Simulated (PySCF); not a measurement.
H₃Cl₃GeSi, singlet, geometry from GFN2-xTB, atoms displaced at random by about 0.08 Å a coordinate; PBE0/STO-3G, gradient by finite differences run with PySCF.

Input for PySCF:
```python
from pyscf import gto, scf, dft

mol = gto.Mole()
mol.atom = '''
    Si    2.387702   -0.397030    0.025512
    Ge   -0.072407    0.048626    0.038183
    Cl   -1.031554   -1.128925   -1.547989
    Cl   -0.434112    2.136022   -0.522684
    Cl   -1.170920   -0.376534    1.584419
    H     2.642938   -1.791400    0.445713
    H     3.005066    0.532666    0.958704
    H     2.879426   -0.284867   -1.282706
'''
mol.basis = 'sto-3g'
mol.charge = 0
mol.spin = 0
mol.verbose = 4
mol.build()

mf = dft.RKS(mol)
mf.xc = 'pbe0'
mf.conv_tol = 1e-11
mf.kernel()
scan, done = mf.as_scanner(), []
scan.scf_summary = {}
def energy(d):
    c = mol.atom_coords()
    c[0, 1] += d
    e = scan(mol.set_geom_(c, unit='Bohr', inplace=False))
    done.append(scan.converged)
    return e
h = 1e-5
fd = (energy(h) - energy(-h)) / (2 * h)
print('dE/dx =', fd)
```

**Question.** Predict the main parts of the log of this PySCF run.

**Answer.** 
```
PySCF version 2.14.0

[INPUT] verbose = 4
[INPUT] num. atoms = 8
[INPUT] num. electrons = 100
[INPUT] charge = 0
[INPUT] spin (= nelec alpha-beta = 2S) = 0
[INPUT] symmetry False subgroup None
[INPUT] Mole.unit = angstrom
[INPUT] Symbol           X                Y                Z      unit          X                Y                Z       unit  Magmom
[INPUT]  1 Si     2.387702000000  -0.397030000000   0.025512000000 AA    4.512102847076  -0.750277963236   0.048210692890 Bohr   0.0
[INPUT]  2 Ge    -0.072407000000   0.048626000000   0.038183000000 AA   -0.136829399501   0.091889822533   0.072155412614 Bohr   0.0
[INPUT]  3 Cl    -1.031554000000  -1.128925000000  -1.547989000000 AA   -1.949354542700  -2.133359065175  -2.925275253839 Bohr   0.0
[INPUT]  4 Cl    -0.434112000000   2.136022000000  -0.522684000000 AA   -0.820352787387   4.036496576046  -0.987729609692 Bohr   0.0
[INPUT]  5 Cl    -1.170920000000  -0.376534000000   1.584419000000 AA   -2.212718113776  -0.711546136587   2.994117976557 Bohr   0.0
[INPUT]  6 H      2.642938000000  -1.791400000000   0.445713000000 AA    4.994428984206  -3.385255379546   0.842275500158 Bohr   0.0
[INPUT]  7 H      3.005066000000   0.532666000000   0.958704000000 AA    5.678751726242   1.006592855868   1.811687994525 Bohr   0.0
[INPUT]  8 H      2.879426000000  -0.284867000000  -1.282706000000 AA    5.441326535952  -0.538320611926  -2.423963038336 Bohr   0.0

nuclear repulsion = 790.373128567983
number of shells = 31
number of NR pGTOs = 171
number of NR cGTOs = 57
basis = sto-3g
ecp = {}

******** <class 'pyscf.dft.rks.RKS'> ********
method = RKS
initial guess = minao
damping factor = 0
level_shift factor = 0
DIIS = <class 'pyscf.scf.diis.CDIIS'>
diis_start_cycle = 1
diis_space = 8
diis_damp = 0
SCF conv_tol = 1e-11
SCF conv_tol_grad = None
SCF max_cycles = 50
direct_scf = True
direct_scf_tol = 1e-13
XC library pyscf.dft.libxc version 7.1.2
    S. Lehtola, C. Steigemann, M. J. T. Oliveira, and M. A. L. Marques,  SoftwareX 7, 1–5 (2018)
XC functionals = pbe0
    C. Adamo and V. Barone,  J. Chem. Phys. 110, 6158 (1999)
    M. Ernzerhof and G. E. Scuseria,  J. Chem. Phys. 110, 5029 (1999)
radial grids:
    Treutler-Ahlrichs [JCP 102, 346 (1995); DOI:10.1063/1.469408] (M4) radial grids

becke partition: Becke, JCP 88, 2547 (1988); DOI:10.1063/1.454033
pruning grids: <function nwchem_prune>
grids dens level: 3
symmetrized grids: False
atomic radii adjust function: <function treutler_atomic_radii_adjust>
small_rho_cutoff = 0
Set gradient conv threshold to 3.16228e-06
Initial guess from minao.
tot grids = 125888
init E= -3702.85883092825
  HOMO = -0.514284670755743  LUMO = -0.276949427317755  gap/eV = 6.45822
cycle= 1 E= -3705.91860654072  delta_E= -3.06  |g|= 0.327  |ddm|= 3.37
  HOMO = -0.1943033507397  LUMO = 0.0555174962107083  gap/eV = 6.79797
cycle= 2 E= -3705.96558568781  delta_E= -0.047  |g|= 0.162  |ddm|= 1.42
  HOMO = -0.239205681335867  LUMO = 0.0600084932723443  gap/eV = 8.14203
cycle= 3 E= -3705.9777203946  delta_E= -0.0121  |g|= 0.0325  |ddm|= 0.458
  HOMO = -0.242283122186896  LUMO = 0.0593692008449874  gap/eV = 8.20838
cycle= 4 E= -3705.97817041276  delta_E= -0.00045  |g|= 0.00352  |ddm|= 0.0678
  HOMO = -0.242180666708645  LUMO = 0.0590703539537391  gap/eV = 8.19746
cycle= 5 E= -3705.97817646681  delta_E= -6.05e-06  |g|= 0.00164  |ddm|= 0.0132
  HOMO = -0.242135134556972  LUMO = 0.059371960280957  gap/eV = 8.20443
cycle= 6 E= -3705.97817786188  delta_E= -1.4e-06  |g|= 0.000208  |ddm|= 0.00417
  HOMO = -0.242188632351675  LUMO = 0.0593273637187077  gap/eV = 8.20467
cycle= 7 E= -3705.97817788267  delta_E= -2.08e-08  |g|= 4.36e-05  |ddm|= 0.000581
  HOMO = -0.24218421874322  LUMO = 0.0593303448944443  gap/eV = 8.20463
cycle= 8 E= -3705.97817788387  delta_E= -1.21e-09  |g|= 5.16e-06  |ddm|= 0.000148
  HOMO = -0.242184125751613  LUMO = 0.0593302123400581  gap/eV = 8.20462
cycle= 9 E= -3705.9781778839  delta_E= -3.09e-11  |g|= 7.22e-07  |ddm|= 2.5e-05
  HOMO = -0.242184113606647  LUMO = 0.0593302544571083  gap/eV = 8.20462
cycle= 10 E= -3705.97817788391  delta_E= -1.82e-12  |g|= 1.05e-07  |ddm|= 2.51e-06
  HOMO = -0.24218411906914  LUMO = 0.0593302470255305  gap/eV = 8.20462
Extra cycle  E= -3705.97817788389  delta_E= 1.64e-11  |g|= 4.6e-08  |ddm|= 4.83e-07
converged SCF energy = -3705.97817788389
Create scanner for <class 'pyscf.dft.rks.RKS'>

WARN: Mole.unit (angstrom) is changed to Bohr

New geometry
   1 Si     2.387702000000  -0.397024708228   0.025512000000 AA    4.512102847076  -0.750267963236   0.048210692890 Bohr
   2 Ge    -0.072407000000   0.048626000000   0.038183000000 AA   -0.136829399501   0.091889822533   0.072155412614 Bohr
   3 Cl    -1.031554000000  -1.128925000000  -1.547989000000 AA   -1.949354542700  -2.133359065175  -2.925275253839 Bohr
   4 Cl    -0.434112000000   2.136022000000  -0.522684000000 AA   -0.820352787387   4.036496576046  -0.987729609692 Bohr
   5 Cl    -1.170920000000  -0.376534000000   1.584419000000 AA   -2.212718113776  -0.711546136587   2.994117976557 Bohr
   6 H      2.642938000000  -1.791400000000   0.445713000000 AA    4.994428984206  -3.385255379546   0.842275500158 Bohr
   7 H      3.005066000000   0.532666000000   0.958704000000 AA    5.678751726242   1.006592855868   1.811687994525 Bohr
   8 H      2.879426000000  -0.284867000000  -1.282706000000 AA    5.441326535952  -0.538320611926  -2.423963038336 Bohr

******** <class 'pyscf.scf.hf.RKS_Scanner'> ********
method = RKS_Scanner
initial guess = minao
damping factor = 0
level_shift factor = 0
DIIS = <class 'pyscf.scf.diis.CDIIS'>
diis_start_cycle = 1
diis_space = 8
diis_damp = 0
SCF conv_tol = 1e-11
SCF conv_tol_grad = None
SCF max_cycles = 50
direct_scf = True
direct_scf_tol = 1e-13
XC library pyscf.dft.libxc version 7.1.2
    S. Lehtola, C. Steigemann, M. J. T. Oliveira, and M. A. L. Marques,  SoftwareX 7, 1–5 (2018)
XC functionals = pbe0
    C. Adamo and V. Barone,  J. Chem. Phys. 110, 6158 (1999)
    M. Ernzerhof and G. E. Scuseria,  J. Chem. Phys. 110, 5029 (1999)
radial grids:
    Treutler-Ahlrichs [JCP 102, 346 (1995); DOI:10.1063/1.469408] (M4) radial grids

becke partition: Becke, JCP 88, 2547 (1988); DOI:10.1063/1.454033
pruning grids: <function nwchem_prune>
grids dens level: 3
symmetrized grids: False
atomic radii adjust function: <function treutler_atomic_radii_adjust>
small_rho_cutoff = 0
Set gradient conv threshold to 3.16228e-06
tot grids = 125888
init E= -3705.97817760495
  HOMO = -0.242184223841267  LUMO = 0.059330335780215  gap/eV = 8.20463
cycle= 1 E= -3705.97817774758  delta_E= -1.43e-07  |g|= 1.5e-06  |ddm|= 6.01e-06
  HOMO = -0.242184233290243  LUMO = 0.0593303556870262  gap/eV = 8.20463
cycle= 2 E= -3705.97817774757  delta_E= 7.28e-12  |g|= 5.93e-07  |ddm|= 5.04e-06
  HOMO = -0.242184180919899  LUMO = 0.0593304229086026  gap/eV = 8.20463
Extra cycle  E= -3705.97817774756  delta_E= 9.09e-12  |g|= 2.81e-07  |ddm|= 2.05e-06
converged SCF energy = -3705.97817774756

WARN: Mole.unit (angstrom) is changed to Bohr

New geometry
   1 Si     2.387702000000  -0.397035291772   0.025512000000 AA    4.512102847076  -0.750287963236   0.048210692890 Bohr
   2 Ge    -0.072407000000   0.048626000000   0.038183000000 AA   -0.136829399501   0.091889822533   0.072155412614 Bohr
   3 Cl    -1.031554000000  -1.128925000000  -1.547989000000 AA   -1.949354542700  -2.133359065175  -2.925275253839 Bohr
   4 Cl    -0.434112000000   2.136022000000  -0.522684000000 AA   -0.820352787387   4.036496576046  -0.987729609692 Bohr
   5 Cl    -1.170920000000  -0.376534000000   1.584419000000 AA   -2.212718113776  -0.711546136587   2.994117976557 Bohr
   6 H      2.642938000000  -1.791400000000   0.445713000000 AA    4.994428984206  -3.385255379546   0.842275500158 Bohr
   7 H      3.005066000000   0.532666000000   0.958704000000 AA    5.678751726242   1.006592855868   1.811687994525 Bohr
   8 H      2.879426000000  -0.284867000000  -1.282706000000 AA    5.441326535952  -0.538320611926  -2.423963038336 Bohr

******** <class 'pyscf.scf.hf.RKS_Scanner'> ********
method = RKS_Scanner
initial guess = minao
damping factor = 0
level_shift factor = 0
DIIS = <class 'pyscf.scf.diis.CDIIS'>
diis_start_cycle = 1
diis_space = 8
diis_damp = 0
SCF conv_tol = 1e-11
SCF conv_tol_grad = None
SCF max_cycles = 50
direct_scf = True
direct_scf_tol = 1e-13
XC library pyscf.dft.libxc version 7.1.2
    S. Lehtola, C. Steigemann, M. J. T. Oliveira, and M. A. L. Marques,  SoftwareX 7, 1–5 (2018)
XC functionals = pbe0
    C. Adamo and V. Barone,  J. Chem. Phys. 110, 6158 (1999)
    M. Ernzerhof and G. E. Scuseria,  J. Chem. Phys. 110, 5029 (1999)
radial grids:
    Treutler-Ahlrichs [JCP 102, 346 (1995); DOI:10.1063/1.469408] (M4) radial grids

becke partition: Becke, JCP 88, 2547 (1988); DOI:10.1063/1.454033
pruning grids: <function nwchem_prune>
grids dens level: 3
symmetrized grids: False
atomic radii adjust function: <function treutler_atomic_radii_adjust>
small_rho_cutoff = 0
Set gradient conv threshold to 3.16228e-06
tot grids = 125888
init E= -3705.9781783055
  HOMO = -0.242183999529602  LUMO = 0.0593302032470034  gap/eV = 8.20462
cycle= 1 E= -3705.97817802021  delta_E= 2.85e-07  |g|= 3.11e-06  |ddm|= 1.24e-05
  HOMO = -0.242183960604615  LUMO = 0.0593301990335402  gap/eV = 8.20462
cycle= 2 E= -3705.97817802024  delta_E= -2.91e-11  |g|= 1.26e-06  |ddm|= 1.05e-05
  HOMO = -0.242184046884585  LUMO = 0.0593300810791352  gap/eV = 8.20462
cycle= 3 E= -3705.97817802023  delta_E= 1.82e-12  |g|= 1.82e-07  |ddm|= 3.15e-06
  HOMO = -0.242184032528629  LUMO = 0.0593301251446852  gap/eV = 8.20462
Extra cycle  E= -3705.97817802023  delta_E= 2.73e-12  |g|= 1.47e-07  |ddm|= 7.37e-07
converged SCF energy = -3705.97817802023
dE/dx = 0.013633552953251636
```
